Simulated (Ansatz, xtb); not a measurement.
**Relative energy of two structures of C2H3LiO**

Structure a is a singlet given by its coordinates and structure b is a singlet given by its coordinates. Both are isolated molecules in the gas phase, relaxed with r2SCAN-D4/def2-TZVP.

a (Å):

```yaml
atoms:
  - { symbol: C, position_ang: [-1.0237, -1.7867, -0.8570] }
  - { symbol: C, position_ang: [-0.0403, -2.1400, -1.9354] }
  - { symbol: Li, position_ang: [-2.2758, -1.4120, 0.5007] }
  - { symbol: O, position_ang: [-1.0967, -0.5652, -0.5456] }
  - { symbol: H, position_ang: [0.6619, -2.8828, -1.5416] }
  - { symbol: H, position_ang: [0.5027, -1.2688, -2.3209] }
  - { symbol: H, position_ang: [-0.5755, -2.6445, -2.7471] }
```

Close contacts (Å): C1–C2 1.50, C1–Li3 1.88, C1–O4 1.26, Li3–O4 1.79, C2–H5 1.10, C2–H6 1.10, C2–H7 1.10.

b (Å):

```csv
atom,x (Å),y (Å),z (Å)
C,-0.7905,-2.3839,-0.4391
C,-0.5708,-2.0816,-1.7305
Li,0.3012,0.5410,-2.6700
O,-0.1798,-0.9264,-2.2125
H,-1.1133,-3.3793,-0.1634
H,-0.6510,-1.6470,0.3453
H,-0.7295,-2.8714,-2.4796
```

Close contacts (Å): C1–C2 1.34, C2–O4 1.31, Li3–O4 1.61, C1–H5 1.08, C1–H6 1.09, C2–H7 1.10.

Quicker runs give these differences E(b) − E(a): GFN2-xTB −1.307 eV; HF/STO-3G +0.245 eV (at GFN2-xTB geometries); r2SCAN-D4/def2-SVP −0.844 eV (at GFN2-xTB geometries).

Q: Estimate E(b) − E(a) at the level CCSD(T)/def2-TZVPP.

A: Calculated at CCSD(T)/def2-TZVPP: E(b) − E(a) = −0.785 eV, so structure b lies lower.

How the difference moves with the method:

```csv
level,geometry,E(b) − E(a) (eV),departure from the last row (eV),"job, with rough time for the two"
GFN2-xTB,GFN2-xTB,−1.307,−0.521,"optimisation, 0.19 s"
HF/STO-3G,GFN2-xTB,+0.245,+1.031,"single point, 0.18 s"
r2SCAN-D4/def2-SVP,GFN2-xTB,−0.844,−0.059,"single point, 1.6 s"
r2SCAN-D4/def2-TZVP,r2SCAN-D4/def2-TZVP,−0.857,−0.072,"optimisation, 24 s"
HF/def2-TZVPP,r2SCAN-D4/def2-TZVP,−0.737,+0.048,part of the CCSD(T) run
MP2/def2-TZVPP,r2SCAN-D4/def2-TZVP,−0.873,−0.087,part of the CCSD(T) run
CCSD(T)/def2-TZVPP,r2SCAN-D4/def2-TZVP,−0.785,,"single point, 32 s"
```

HF/STO-3G puts the two in the other order. The largest departure from CCSD(T)/def2-TZVPP is that of HF/STO-3G, 1.031 eV.

With harmonic frequencies from r2SCAN-D4/def2-TZVP (ideal gas, rigid rotor, one conformer each, 298.15 K, 1 atm): on the last row, ΔE + ΔZPE = −0.765, ΔH = −0.765, ΔG = −0.769 eV.

The correlated steps freeze 3 core orbitals; the last core shell of Li is correlated, in a basis made for valence electrons. Run with Ansatz 0.2.0, xtb 6.7.1; the last row on 2 threads of Arm Neoverse V2 on a shared host.
